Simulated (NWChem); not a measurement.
System: phosphine (PH3); SMILES P

The following NWChem deck was run.

```
start job
memory heap 200 mb stack 700 mb global 900 mb
geometry units angstroms noautosym nocenter noautoz
  P      0.000000     0.000000     0.138081
  H     -0.777651     0.908539    -0.643574
  H      1.175643     0.219196    -0.643574
  H     -0.397992    -1.127735    -0.643574
end
basis spherical
  * library 6-31g*
end
dft
  xc hfexch
  iterations 150
end
property
  shielding 2 1 2
end
task dft property
```

Coordinates come from a PBE0/def2-SVP optimisation. Not confirmed as a minimum by frequencies.

GIAO values for the isolated, static molecule; σ is the absolute isotropic shielding.

Atoms are numbered as in the input.

Q: Give the results of this calculation. (Hartree-Fock/6-31G* (spherical d), GIAO.) Quantities: σ P1 (ppm); σ H2 (ppm).

A: σ P1 (ppm): 619.4
σ H2 (ppm): 30.17
